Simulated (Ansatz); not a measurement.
`[GeH3][SiH]1CO1` + `C[SiH3]` → `[SiH3]C[SiH]1CO1` + GeH₄  (formal exchange of groups at the Si–Ge bond)

Isolated molecules relaxed with PBE0-D4/def2-TZVP in Ansatz; ΔE leaves out vibrations. CBS: MP2 limit from def2 TZ/QZ plus the TZ coupled-cluster correction, frozen cores. This one scheme is used for every species. For Ge outer-core shells are correlated without core-valence functions, which leaves a few kJ/mol of doubt a bond. Scalar relativity is left out up to krypton. One conformer a species, not always the lowest.

```tsv
species	SCS-MP2/def2-QZVPP energy (Eh)
`[GeH3][SiH]1CO1`	-2481.65665
`C[SiH3]`	-330.69024
`[SiH3]C[SiH]1CO1`	-734.11883
GeH₄	-2078.22806
```

Work out ΔE.

ΔE = (-734.11883) + (-2078.22806) − (-2481.65665) − (-330.69024) = 0.00000 Eh = 0.0 kcal/mol. CCSD(T)/CBS gives +1.1 kcal/mol.

Largest T1 diagnostic among the species: 0.014.

The D4 term adds −1.0 kcal/mol with B3LYP and −0.6 kcal/mol with PBE0; it sums over pairs of atoms, weighted by their polarisabilities, and B3LYP, whose exchange is more repulsive, gets the larger term. From PBE to PBE0 (25 % exact exchange), in def2-TZVPP and without D4, ΔE moves by −1.1 kcal/mol.

B3LYP here is the variant with VWN-RPA as its local correlation; programs differ in this.
